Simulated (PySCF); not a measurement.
PySCF 2.14 output of an unrestricted PBE calculation on a single atom or ion in def2-TZVPPD with the def2 core potential (60 electrons) (6s5p3d2f1g, 59 functions), with a scalar-relativistic core potential:

```
SCF conv_tol = 1e-09
number electrons alpha = 8  beta = 4
    J. P. Perdew, K. Burke, and M. Ernzerhof.,  Phys. Rev. Lett. 77, 3865 (1996)
    J. P. Perdew, K. Burke, and M. Ernzerhof.,  Phys. Rev. Lett. 78, 1396 (1997)
    J. P. Perdew, K. Burke, and M. Ernzerhof.,  Phys. Rev. Lett. 77, 3865 (1996)
    J. P. Perdew, K. Burke, and M. Ernzerhof.,  Phys. Rev. Lett. 78, 1396 (1997)
cycle= 1 E= -66.0277667179282  delta_E= -0.00474  |g|= 0.0119  |ddm|= 0.426
cycle= 2 E= -66.0278100562733  delta_E= -4.33e-05  |g|= 0.00565  |ddm|= 0.0288
cycle= 3 E= -66.0278230680478  delta_E= -1.3e-05  |g|= 0.000142  |ddm|= 0.011
cycle= 4 E= -66.0278230776103  delta_E= -9.56e-09  |g|= 7.42e-06  |ddm|= 0.000272
cycle= 5 E= -66.027823077637  delta_E= -2.67e-11  |g|= 1.59e-07  |ddm|= 1.52e-05
converged SCF energy = -66.027823077637  <S^2> = 6.0007036  2S+1 = 5.0002814
```

The run itself started from symmetry-adapted Hartree-Fock orbitals and held the occupation by maximum overlap, on a logarithmic radial grid, so the iterations belong to that start.

Task: Which element, charge and spin multiplicity is this?

Result: W²⁺ (tungsten, charge +2), multiplicity 5; the state was [Xe] 4f14 5d3 6s1, high-spin 5F determinant (an excited configuration).

Energies and moments cover only the electrons outside the core potential. Spin-orbit coupling, absent here, splits the open shell strongly.
